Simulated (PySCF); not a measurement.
C2H9FSi2, SMILES C[Si@@H](F)C[SiH3]. Atoms are numbered in the order given.

```xyz
14

C     -2.2966    -0.8312     0.9225
Si    -0.8319    -0.5093    -0.1933
F     -1.0909     0.9112    -0.9751
C      0.7814    -0.3458     0.7450
Si     2.1291     0.6285    -0.1589
H     -2.1703    -1.7846     1.4627
H     -3.2341    -0.8887     0.3463
H     -2.4021    -0.0281     1.6702
H     -0.7094    -1.5542    -1.2435
H      0.5985     0.1390     1.7211
H      1.1636    -1.3610     0.9594
H      3.4333     0.4843     0.5483
H      1.7794     2.0722    -0.2153
H      2.2905     0.1140    -1.5474
```

Geometry: TPSSh-D3(BJ)/def2-SVP. The structure was generated by enumeration; whether it is a known compound was not checked. One conformer was computed; it need not be the lowest.

Method: TDA-PBE0/def2-SVPD in PySCF 2.14.0.

Vertical excitations. 

Computed UV-visible absorptions:
```json
[
 {"state": "S1", "energy (eV)": "7.87", "λ (nm)": "158", "f": "0.014", "main pairs": "HOMO→LUMO 95 %"},
 {"state": "S2", "energy (eV)": "7.95", "λ (nm)": "156", "f": "0.163", "main pairs": "HOMO→LUMO+1 88 %"},
 {"state": "S3", "energy (eV)": "8.22", "λ (nm)": "151", "f": "0.011", "main pairs": "HOMO−1→LUMO+1 65 %, HOMO−1→LUMO 20 %"},
 {"state": "S4", "energy (eV)": "8.31", "λ (nm)": "149", "f": "0.045", "main pairs": "HOMO−1→LUMO 40 %, HOMO→LUMO+2 33 %, HOMO−1→LUMO+1 18 %"},
 {"state": "S5", "energy (eV)": "8.41", "λ (nm)": "147", "f": "0.006", "main pairs": "HOMO→LUMO+2 58 %, HOMO−1→LUMO 32 %"},
 {"state": "S6", "energy (eV)": "8.57", "λ (nm)": "145", "f": "0.013", "main pairs": "HOMO−2→LUMO 80 %"},
 {"state": "S7", "energy (eV)": "8.64", "λ (nm)": "143", "f": "0.021", "main pairs": "HOMO−3→LUMO 51 %, HOMO−1→LUMO+2 23 %, HOMO→LUMO+3 10 %"},
 {"state": "S8", "energy (eV)": "8.71", "λ (nm)": "142", "f": "0.017", "main pairs": "HOMO→LUMO+3 60 %, HOMO−1→LUMO+2 11 %, HOMO−2→LUMO+1 10 %"},
 {"state": "S9", "energy (eV)": "8.77", "λ (nm)": "141", "f": "0.045", "main pairs": "HOMO→LUMO+4 34 %, HOMO−1→LUMO+2 31 %, HOMO−3→LUMO 18 %"},
 {"state": "S10", "energy (eV)": "8.81", "λ (nm)": "141", "f": "0.029", "main pairs": "HOMO−2→LUMO+1 48 %, HOMO−3→LUMO+1 23 %, HOMO→LUMO+4 9 %"},
 {"state": "T1", "energy (eV)": "7.49", "λ (nm)": "165", "f": "0", "main pairs": "HOMO→LUMO+1 88 %"},
 {"state": "T2", "energy (eV)": "7.55", "λ (nm)": "164", "f": "0", "main pairs": "HOMO→LUMO 88 %"},
 {"state": "T3", "energy (eV)": "7.75", "λ (nm)": "160", "f": "0", "main pairs": "HOMO−1→LUMO+1 73 %"},
 {"state": "T4", "energy (eV)": "7.95", "λ (nm)": "156", "f": "0", "main pairs": "HOMO−1→LUMO 48 %, HOMO−3→LUMO 17 %, HOMO→LUMO+2 10 %"}
]
```
Triplets are in the Tamm–Dancoff approximation.
